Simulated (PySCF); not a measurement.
## Spinor energies of Sn²²⁺ (tin, charge +22)

Start: [Ar] 3d10. Calculated with PySCF 2.14 in an even-tempered Gaussian basis (17 s from 2.7 bohr⁻², ratio 2.8; 13 p from 3.5 bohr⁻², ratio 2.8; 8 d from 3.5 bohr⁻², ratio 2.8; 3 f from 17 bohr⁻², ratio 3): generalised Hartree-Fock with the X2C-1e Hamiltonian and a Gaussian nucleus; one run each with spin-orbit coupling (SO) switched off, then screened by Boettger's factors.

```tsv
spinor shell	electrons	ε, spin-free (eV)	ε, screened SO (eV)	weight of nominal j (screened SO)	rms radius, screened SO (bohr)
1s1/2	2	-30019.6	-30017.3	1.000	0.0333
2s1/2	2	-5177.2	-5176.6	1.000	0.136
2p1/2	2	-4710.2	-4870.9	1.000	0.117
2p3/2	4	-4710.2	-4637.0	1.000	0.122
3s1/2	2	-1528.2	-1528.0	1.000	0.357
3p1/2	2	-1372.0	-1403.3	1.000	0.349
3d3/2	4	-1136.2	-1141.7	1.000	0.329
3d5/2	6	-1136.2	-1132.4	1.000	0.332
```

Question: Where does 3p3/2 lie, and what is the 3p spin-orbit splitting (screened SO)?

Answer: At -1357.7 eV, 45.587 eV above 3p1/2.

| quantity | spin-free | screened SO |
| --- | --- | --- |
| E (hartree) | -5959.18718 | -5960.62720 |
| M_J | 0 | 0 |
| ⟨J²⟩ | 0.000 | 0.000 |
| ⟨L²⟩ | 0.000 | 0.011 |
| ⟨S²⟩ | 0.000 | 0.011 |

Breit and QED terms are absent; they matter most for the inner s and p1/2 levels.

Densities and radii are taken from the X2C orbitals without a picture-change correction, which distorts them close to the nucleus.

Without spin-orbit coupling the j labels of p, d and f shells carry no meaning; the spin-free column gives the mean over the occupied spinors of each nl shell.
